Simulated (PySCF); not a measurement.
# How exact exchange moves a shielding

Molecule: SMILES C(=C(/C)F)/[SiH3], C3H7FSi.

Atoms are numbered as in `[CH3:1]/[C:2]([F:3])=[CH:4]\[SiH3:5]`. Hydrogens are named by the atom that carries them.

GIAO shieldings (ppm, equivalent atoms averaged) in PySCF on the PBE0-D3(BJ)/def2-SVP geometry, basis pcSseg-2, gas phase, non-relativistic:

```tsv
functional	exact exchange (%)	σ(C1)	σ(F3)	σ(Si5)
BLYP	0	155.1	203.5	397.4
BP86	0	158.8	201.8	407.4
PBE	0	159.4	199.2	409.4
B3LYP	20	159.4	224.1	408.0
PBE0	25	164.1	224.9	422.0
mPW1PW91	25	163.3	226.1	420.1
HF	100	172.7	286.0	453.4
```

Task: Fit each shielding as a line in the percentage of exact exchange.

Result: σ(C1) = 158.2 + 0.15 x (rms 1.7 ppm); σ(F3) = 203.2 + 0.84 x (rms 2.4 ppm); σ(Si5) = 404.9 + 0.49 x (rms 4.8 ppm). The functionals also differ in their semilocal parts, which the line can't hold; Hartree–Fock has no correlation at all.

Task: What does the line predict for BHandHLYP (50 %), and what does the run give?

Result: σ(C1): 165.7 predicted, 164.8 computed; σ(F3): 245.2 predicted, 250.8 computed; σ(Si5): 429.4 predicted, 423.8 computed ppm.
